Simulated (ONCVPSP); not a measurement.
# zinc (Zn) ONCV: all-electron and pseudo phase curves

ONCVPSP 4.0.1 input, shortened (lines: element, Z, core and valence counts, functional; n l f; lmax; l rc ep ncon nbas qcut; lloc lpopt rc5 dvloc0; l nproj debl; icmod fcfact rcfact), PBE, fully relativistic:

```
  Zn 30.00    3    4        4      upf
    1    0    2.00
    2    0    2.00
    2    1    6.00
    3    0    2.00
    3    1    6.00
    3    2   10.00
    4    0    2.00
    3
    0    1.35    0.00    3    7    7.40
    1    1.10    0.00    3    6   14.20
    2    0.90    0.00    4    9   16.80
    3    1.20    0.20    4    7    9.20
    4    5    0.85    0.00
    0    3    0.60
    1    2    0.40
    2    2    1.70
    3    1    3.20
    0    0.00    0.00
```

Open shells are filled in proportion to 2j + 1.

In the p channel the program set the typed energies aside and used -3.027, 0.250 Ha (j = l + 1/2; the other j can differ).

The phase is arctan(r·R′/R) of the radial function R(r), unwrapped; energies in Ha, scanned from -6 to 5 Ha. A pole is an energy at which the radial function vanishes at the test radius. The pseudo phase is shifted by a multiple of π to meet the all-electron one at the reference energy, and phase errors are pseudo minus all-electron; the curves can meet again beyond the range given. Levels narrower than the energy grid can be missing from the lists of poles.

Task: For each channel, where are the poles, and over which energies does the pseudopotential scatter like the atom?

Result:

```csv
channel,radius (bohr),reference energy (Ha),"poles, all-electron","poles, pseudo",unbroken range about the reference energy with phases within 0.05 rad,phase error 1 Ha above the reference energy (rad)
s,1.37,-0.22,-4.50,-4.50,the whole range,+0.000
p3/2,1.12,-3.03,-1.88,-1.88,the whole range,-0.000
p1/2,1.12,-3.14,-2.05,-2.05,the whole range,-0.000
d5/2,0.91,-0.37,2.44,2.44,the whole range,-0.000
d3/2,0.91,-0.38,2.40,2.40,the whole range,-0.000
f7/2,1.22,0.20,none,none,the whole range,+0.000
f5/2,1.22,0.20,none,none,the whole range,+0.000
```

Phases in the p3/2 channel:

```tsv
E (Ha)	all-electron	pseudo
-5.96	0.996	0.995
-5.68	0.935	0.935
-5.40	0.854	0.854
-5.12	0.742	0.742
-4.84	0.581	0.581
-4.56	0.344	0.344
-4.28	0.006	0.006
-4.00	-0.395	-0.395
-3.72	-0.758	-0.758
-3.44	-1.022	-1.022
-3.16	-1.203	-1.203
-2.88	-1.328	-1.328
-2.60	-1.419	-1.419
-2.32	-1.488	-1.488
-2.04	-1.544	-1.544
-1.76	-1.589	-1.590
-1.48	-1.629	-1.629
-1.20	-1.664	-1.664
-0.92	-1.696	-1.696
-0.64	-1.726	-1.726
-0.36	-1.755	-1.755
-0.08	-1.784	-1.784
0.20	-1.813	-1.813
0.48	-1.842	-1.843
0.76	-1.874	-1.874
1.04	-1.908	-1.908
1.32	-1.944	-1.944
1.60	-1.985	-1.985
1.88	-2.032	-2.032
2.16	-2.085	-2.085
2.44	-2.147	-2.147
2.72	-2.221	-2.221
3.00	-2.311	-2.311
3.28	-2.419	-2.419
3.56	-2.551	-2.552
3.84	-2.711	-2.712
4.12	-2.898	-2.900
4.40	-3.106	-3.108
4.68	-3.318	-3.322
4.96	-3.519	-3.523
```
